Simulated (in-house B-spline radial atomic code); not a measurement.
A run on an ion of nuclear charge 8 with 8.8 electrons that did not converge. Method: non-relativistic TPSS, spin-polarised, spherical fractional occupations, point nucleus; computed with an all-electron radial atomic-structure program (B-spline basis).

Command:
```bash
python run_scf.py task.json out
```
Settings:
```
Z                8
configuration    [He] 2s2 2p4.8
hamiltonian      nr
method           tpss,tpss
spin_polarised   True
```

First and last ten iterations of the last attempt (damped for 15 steps, keeping 80 % of the old Fock matrix, then DIIS):
```
 iter        energy (Eh)    residual
    1         -74.354914    6.76e-02
    2         -74.321765    1.36e-01
    3         -74.757698    8.77e-02
    4         -74.987642    5.32e-02
    5         -75.094956    3.03e-02
    6         -75.138687    1.69e-02
    7         -75.154443    9.33e-03
    8         -75.159800    6.01e-03
    9         -75.161767    6.29e-03
   10         -75.162654    5.71e-03
  111         -74.419757    6.23e-02
  112         -72.267816    1.17e-01
  113         -74.386579    6.40e-02
  114         -74.388638    6.38e-02
  115         -75.163544    2.23e-03
  116         -74.383328    6.43e-02
  117         -74.383520    6.43e-02
  118         -74.384002    6.42e-02
  119         -74.386850    6.39e-02
  120         -75.162207    4.41e-03
 not converged after 120 iterations
```

The smallest residual met was 7.7e-04; the threshold is about 1e-07. No energy from this run should be used. The likely cause: this method binds the added charge weakly or not at all at the basis-set limit, so charge moves back and forth between the atom and the box. Cost of the run: 1.2 s on 1 thread of x86-64 server CPU, on a shared host.
